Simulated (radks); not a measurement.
Charge is removed step by step from the 5p up level of the xenon ion Xe3+, starting from [Kr] 4d10 5s2 5p(up 3, down 0). All-electron calculation, scalar-relativistic Kohn-Sham, PBE, spin-polarised, spherical densities, finite nucleus; Fermi nuclear charge, rms radius 4.7859 fm. Program: a radial shooting solver on a logarithmic mesh with Libxc functionals.

removed (e)  E - E(0) (eV)  eigenvalue (eV)  E minus straight line (eV)
0                    0.000          -38.077                       0.000
0.125                4.840          -39.389                      -0.581
0.25                 9.845          -40.708                      -0.998
0.375               15.015          -42.034                      -1.249
0.5                 20.350          -43.366                      -1.334
0.625               25.853          -44.703                      -1.253
0.75                31.523          -46.047                      -1.004
0.875               37.362          -47.396                      -0.586
1                   43.369          -48.751                       0.000

Removing the whole electron costs 43.369 eV by Delta-SCF, against 38.077 eV from minus the eigenvalue at the starting occupation. Slater's transition state (half an electron removed) gives 43.366 eV. Integrating minus the eigenvalue over the occupation (Janak's theorem) gives 43.382 eV. In this scalar-relativistic scheme the density is built from large components alone, so the theorem holds only approximately. The mean slope of the eigenvalue, de/dn, is 10.7 eV per electron. Ionisation energy of Xe3+ in the NIST Atomic Spectra Database: 42.2 eV (measured).
